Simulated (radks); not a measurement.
Problem. Species: Al. Configuration: [Ne] 3s2 3p1. All-electron calculation, non-relativistic Kohn-Sham, PBE, spin-polarised, spherical densities, point nucleus; open shells are filled with parallel spins first. Program: a radial shooting solver on a logarithmic mesh with Libxc functionals. Some entries of the table are withheld. Estimate them.

| orbital | occ. | eigenvalue (eV) | <r^2> (bohr^2) | <1/r> (bohr^-1) |
|---|---|---|---|---|
| 1s up | 1 | -1507.615 | 0.01956 | 12.58 |
| 1s down | 1 | -1507.570 | 0.01956 | 12.58 |
| 2s up | 1 | -107.6588 | 0.4727 | 2.329 |
| 2s down | 1 | -107.6037 | 0.4727 | 2.329 |
| 2p up | 3 | -69.6327 | 0.4638 | (1) |
| 2p down | 3 | -69.5622 | 0.4636 | (2) |
| 3s up | 1 | -8.0238 | 7.600 | 0.5248 |
| 3s down | 1 | -7.2590 | 7.552 | 0.5312 |
| 3p up | 1 | -3.0179 | 13.87 | 0.3920 |
| 3p down | 0 | -2.2320 | 14.56 | 0.3879 |

Solution. 
(1) 2p up <1/r> (bohr^-1): 2.207
(2) 2p down <1/r> (bohr^-1): 2.206
